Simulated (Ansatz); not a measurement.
Ansatz (a program for electronic structure) input for Sn(H)(F)(NH2)2 (FH₅N₂Sn), SMILES [NH2][SnH]([NH2])[F], CAM-B3LYP/def2-SVPD. The structure is a stationary point at B3LYP-D3(BJ)/def2-SVP. The def2 effective core potentials stand for the cores of Sn; spin–orbit coupling is left out. Other conformers were not sampled.

Ansatz 0.2 input:
```yaml
crystal:
  periodic: [false, false, false]
  atoms:
    - {symbol: Sn, position_ang: [0.04583410, 0.09141768, -0.22280208]}
    - {symbol: N, position_ang: [-1.63498758, -1.05591896, -0.24576363]}
    - {symbol: N, position_ang: [1.57137832, -1.08999508, 0.42308727]}
    - {symbol: F, position_ang: [-0.14484457, 1.54766183, 1.08238218]}
    - {symbol: H, position_ang: [0.33829206, 0.85050761, -1.72490306]}
    - {symbol: H, position_ang: [-2.39950425, -0.63494953, -0.77423565]}
    - {symbol: H, position_ang: [-1.98714295, -1.26231117, 0.68967150]}
    - {symbol: H, position_ang: [1.23288289, -1.85469357, 1.00837894]}
    - {symbol: H, position_ang: [2.27263350, -0.57699532, 0.95848714]}
basis:
  gaussian:
    orbitals: def2-SVPD
hamiltonian:
  xc: {name: CAM-B3LYP}
```

Program output:

```
WARN ansatz: RAYON_NUM_THREADS=1 ignored (pool sized by the plan → 1); use --threads N
Functional definition: CAM-B3LYP
integrals: 0.08 GiB planned
1257 factors; their error is unknown
integrals: 0.11 GiB planned
488 factors; integrals over basis functions are off by at most 2.3e-5 eV
mean field: 0.73 GiB planned
mean field evaluation 1: about -11593.7262 eV, gradient 7.4e1 eV
mean field evaluation 2: about -11585.0037 eV, gradient 9.9e1 eV
mean field evaluation 4: about -11604.3543 eV, gradient 3.2e0 eV
mean field evaluation 8: about -11604.4280 eV, gradient 3.8e-2 eV
mean field -11604.42801876 eV, -426.4548639258 hartree, gradient 5.4e-5 eV, S^2 0.000000; 0 other end points of the search recorded, 0 dependent functions left out
reference -11604.42815557 eV, -426.4548689532 hartree; 25, 25 occupied and 110, 110 virtual orbitals, 1257 factors
Total energy: -11604.42815557 eV, -426.4548689532 hartree
```

The calculation finished and met its thresholds.
